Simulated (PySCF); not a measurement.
Run record: excited-state job, InH2Et (`C[CH2][InH2]`).

Method: TDDFT B3LYP/def2-SVPD, vertical, gas phase, core orbitals frozen in the response, def2 core potentials past Kr (PySCF 2.14.0, density-fitted response routines). Geometry: PBE0-D3(BJ)/def2-SVP. The input is one job of a driver script: a line of settings, then coordinates in Å.

Input:
```
{"job": {"kind": "uv", "xc": "B3LYP", "basis": "def2-SVPD", "ip": true, "nstates": 10}, "charge": 0, "multiplicity": 1}
In     0.809188     1.496478     0.580266
H      2.550897     1.507356     0.595829
H     -0.037958     3.017211     0.526043
C     -0.284773    -0.392638     0.565207
C     -0.471044    -0.955523    -0.842314
H     -1.261235    -0.226917     1.047475
H      0.267545    -1.108431     1.195149
H     -1.019086    -1.913726    -0.829966
H     -1.044246    -0.274230    -1.492515
H      0.490723    -1.149569    -1.345195
```

Give the output.

```
coarse grid: 35752 points
cycle   1  E = -269.5956447492  dE = -2.064e+01  |g| = 1.983e+00  |ddm| = 1.407e+01
cycle   2  E = -268.9856781780  dE =  6.100e-01  |g| = 2.985e+00  |ddm| = 9.245e+00
cycle   3  E = -270.5279477616  dE = -1.542e+00  |g| = 8.089e-02  |ddm| = 3.313e+00
cycle   4  E = -270.5298302014  dE = -1.882e-03  |g| = 4.905e-02  |ddm| = 3.218e-01
cycle   5  E = -270.5305529719  dE = -7.228e-04  |g| = 1.557e-02  |ddm| = 1.067e-01
cycle   6  E = -270.5306129822  dE = -6.001e-05  |g| = 4.359e-03  |ddm| = 2.324e-02
cycle   7  E = -270.5306181333  dE = -5.151e-06  |g| = 1.238e-03  |ddm| = 8.495e-03
final grid: 74064 points
cycle   8  E = -270.5306349931  dE =  4.324e-07  |g| = 1.794e-03  |ddm| = 4.827e-03
cycle   9  E = -270.5306338012  dE =  1.192e-06  |g| = 2.728e-03  |ddm| = 5.542e-03
cycle  10  E = -270.5306359061  dE = -2.105e-06  |g| = 1.658e-04  |ddm| = 3.278e-03
cycle  11  E = -270.5306359136  dE = -7.518e-09  |g| = 1.816e-05  |ddm| = 2.406e-04
cycle  12  E = -270.5306359137  dE = -9.317e-11  |g| = 2.170e-06  |ddm| = 3.444e-05
converged SCF energy = -270.5306359137

Static polarisability (au): isotropic 67.332, principal 54.035 65.367 82.594

Singlet excitations
state   eV       nm        f      main configurations
  1   3.9985    310.1   0.00123   H->L 1.00
  2   4.7101    263.2   0.00000   H-1->L 1.00
  3   6.1481    201.7   0.04228   H->L+1 0.58, H->L+2 0.41
  4   6.4586    192.0   0.20714   H->L+2 0.55, H->L+1 0.37
  5   6.7162    184.6   0.00074   H-2->L 0.99
  6   6.9282    179.0   0.00477   H-1->L+1 0.69, H-1->L+2 0.27
  7   7.0721    175.3   0.17146   H->L+3 0.93
  8   7.1172    174.2   0.21326   H-1->L+2 0.59, H-1->L+1 0.17, H->L+5 0.12
  9   7.3268    169.2   0.04397   H->L+5 0.36, H->L+4 0.32, H-1->L+3 0.19
 10   7.3442    168.8   0.01215   H-3->L 0.95

Triplet excitations (Tamm-Dancoff, eV): 3.7307 4.3333 5.1922 5.8036
Vertical ionisation energy (delta-SCF) = 9.1049 eV
Vertical electron affinity (delta-SCF) = 0.0858 eV
```

The SCF starts on a coarse grid where the log names one; the energy can jump when the final grid takes over, and dE then counts from the start density on the new grid. H and L stand for HOMO and LUMO; the number after each pair is its weight.

Give the mean polarisability as a volume in Å³, and the ratio of the largest to the smallest principal value.

67.332 au × 0.148185 = 9.98 Å³; 82.594/54.035 = 1.53.

Main results: HOMO -6.91 eV, LUMO -1.89 eV; lowest singlet 4.00 eV; lowest triplet 3.73 eV (Tamm–Dancoff); mean polarisability 67.3 au.

Atoms past krypton carry effective core potentials; spin–orbit coupling is left out.

Estimate the wall time. Hardware: one thread of an x86-64 server, no GPU (shared host).

About 23 s.

One conformer stands for the species.
Labels such as C1 count atoms from 1, the log's own numbers from 0.
